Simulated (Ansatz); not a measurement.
Consider the redistribution: `C[SiH2]B(F)F` + `CC[Si]N` → `C[SiH2]B(N)F` + `CC[Si]F`.

Isolated molecules relaxed with PBE0-D4/def2-TZVP in Ansatz; ΔE leaves out vibrations. CBS: MP2 limit from def2 TZ/QZ plus the TZ coupled-cluster correction, frozen cores. Each species was taken in one conformer, which may not be the lowest.

`C[SiH2]B(F)F`:

Cartesian coordinates in Å:
```
C -0.327 -0.156 -1.457
Si -0.624 -0.007 0.384
B 1.115 0.206 1.421
F 2.295 0.228 0.825
F 1.133 0.330 2.736
H 0.300 -1.022 -1.679
H 0.180 0.733 -1.841
H -1.269 -0.270 -1.996
H -1.483 1.171 0.694
H -1.321 -1.214 0.912
```

`CC[Si]N`:

Cartesian coordinates in Å:
```
C -0.577 -0.933 0.540
C 0.737 -0.207 0.782
Si 1.275 1.248 -0.337
N -0.051 1.306 -1.412
H -0.608 -1.387 -0.456
H -0.741 -1.738 1.261
H -1.432 -0.255 0.620
H 1.580 -0.913 0.753
H 0.774 0.194 1.805
H -0.095 1.982 -2.158
H -0.861 0.703 -1.398
```

`C[SiH2]B(N)F`:

```xyz
12

C    -1.631    0.514    1.101
Si   -0.153    0.885    0.004
B     0.594   -0.793   -0.863
N     1.942   -1.139   -0.825
F    -0.240   -1.630   -1.510
H    -1.351   -0.149    1.923
H    -2.045    1.430    1.528
H    -2.417    0.021    0.524
H     0.919    1.553    0.804
H    -0.557    1.853   -1.058
H     2.304   -1.969   -1.267
H     2.634   -0.578   -0.361
```

`CC[Si]F`:

Cartesian coordinates in Å:
```
C -0.670 -0.639 0.219
C -0.024 0.532 -0.512
Si 1.817 0.886 -0.262
F 2.074 0.089 1.125
H -0.491 -0.580 1.294
H -1.751 -0.672 0.060
H -0.260 -1.592 -0.122
H -0.491 1.487 -0.208
H -0.203 0.489 -1.595
```

```csv
species,CCSD(T)/CBS(def2) energy (Eh)
`C[SiH2]B(F)F`,-554.64086
`CC[Si]N`,-424.09714
`C[SiH2]B(N)F`,-510.74426
`CC[Si]F`,-468.00242
```

Problem. Work out ΔE.

Solution. ΔE = (-510.74426) + (-468.00242) − (-554.64086) − (-424.09714) = -0.00868 Eh = -5.4 kcal/mol.

Largest T1 diagnostic among the species: 0.013.

In def2-TZVPP, CCSD(T) changes the Hartree–Fock value by +1.1 kcal/mol (the triples alone add +0.4 kcal/mol) and MP2 by +1.2 kcal/mol.
